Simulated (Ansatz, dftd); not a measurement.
Species: H₂GeO₂, charge 0, singlet. H2GeO2 (SMILES [OH][Ge][OH]).
B3LYP-D3(BJ)/def2-TZVP minimum from Ansatz (an electronic-structure program):
```xyz
5

Ge     0.0676    -0.0640     0.4171
O      0.9551     0.8536    -0.8468
H      1.7451     1.2882    -0.5066
O     -1.2091    -0.6129    -0.7213
H     -1.8752    -1.1649    -0.2966
```
Charge 0, spin multiplicity 1.

Quantity: atomisation energy (electronic, to ground-state atoms), in kJ/mol. UHF or UKS for unpaired electrons; spin-orbit terms are left out. Correlated methods leave the cores frozen (noble-gas shells, and filled d and f shells in the p block). No relativity. CBS(X,Y): correlation extrapolated as X^-3, Hartree-Fock from the larger set (Q,5: extrapolated as (X+1)exp(-9√X)). A bracket is a step between two methods taken in the basis named. Where a partner has so few electrons that a lower coupled-cluster level is exact, that level stands in.

```json
[
 {"level": "B3LYP-D4/def2-TZVPD", "program": "Ansatz + dftd4", "atomisation energy (kJ/mol)": "1761.7", "difference against the last row": "-24.0"},
 {"level": "MP2/CBS(cc-pVTZ,cc-pVQZ)", "program": "Ansatz", "atomisation energy (kJ/mol)": "1849.6", "difference against the last row": "63.9"},
 {"level": "CCSD/CBS(cc-pVQZ,cc-pV5Z)", "program": "Ansatz", "atomisation energy (kJ/mol)": "1736.1", "difference against the last row": "-49.6"},
 {"level": "CCSD(T)/CBS(cc-pVQZ,cc-pV5Z)", "program": "Ansatz", "atomisation energy (kJ/mol)": "1784.1", "difference against the last row": "-1.6"},
 {"level": "CCSDT(Q)/cc-pVDZ", "program": "Ansatz", "atomisation energy (kJ/mol)": "1565.3", "difference against the last row": "-220.4"},
 {"level": "CCSD(T)/CBS(cc-pVQZ,cc-pV5Z) + [CCSDT(Q) - CCSD(T)]/cc-pVDZ", "program": "Ansatz", "atomisation energy (kJ/mol)": "1789.0", "difference against the last row": "3.3"},
 {"level": "CCSD(T)/CBS(cc-pVQZ,cc-pV5Z) + [CCSDT(Q) - CCSD(T)]/cc-pVTZ", "program": "Ansatz", "atomisation energy (kJ/mol)": "1785.7", "difference against the last row": "0.0"}
]
```
